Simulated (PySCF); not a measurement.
# A small calculation by hand: chemical shift, span and skew from a shielding tensor

CH6AlOP, SMILES [CH3][Al]([OH])[PH2]. Atoms are numbered in the order given.

```xyz
10

Al     0.2831    -0.2561     0.2741
C      2.1310    -0.5172    -0.2696
H      2.2016    -1.2575    -1.0859
H      2.7458    -0.8901     0.5657
H      2.5919     0.4103    -0.6493
O     -0.1992    -0.9783     1.7460
H     -1.0693    -0.9535     2.1521
P     -1.2171     1.0828    -0.9278
H     -2.3006     0.1577    -0.7956
H     -0.7847     0.5502    -2.1834
```

Coordinates come from a r2SCAN-D4/def2-SVP optimisation. The values are those of a single conformer.

GIAO shieldings from PBE0/pcSseg-1 (PySCF), non-relativistic, no solvent. The symmetric part of the tensor of C2 has the principal values 183.3, 191.9, 204.8 ppm. The same nucleus in TMS has σ = 186.3 ppm at this level (PySCF, at its B3LYP-D3(BJ)/def2-TZVP geometry).

Task: Work out the isotropic shielding, the ¹³C shift against TMS, the span and the skew.

Result: 
σ(iso) = (σ11 + σ22 + σ33)/3 = 193.3 ppm. δ = σ(ref) − σ(iso) = 186.3 − (193.3) = -7.0 ppm.
Span Ω = σ33 − σ11 = 21.5 ppm. Skew κ = 3(σ(iso) − σ22)/Ω = 0.20. Tumbling in solution averages the tensor to δ; in a static solid the shielding alone would spread this spin-1/2 line over Ω.
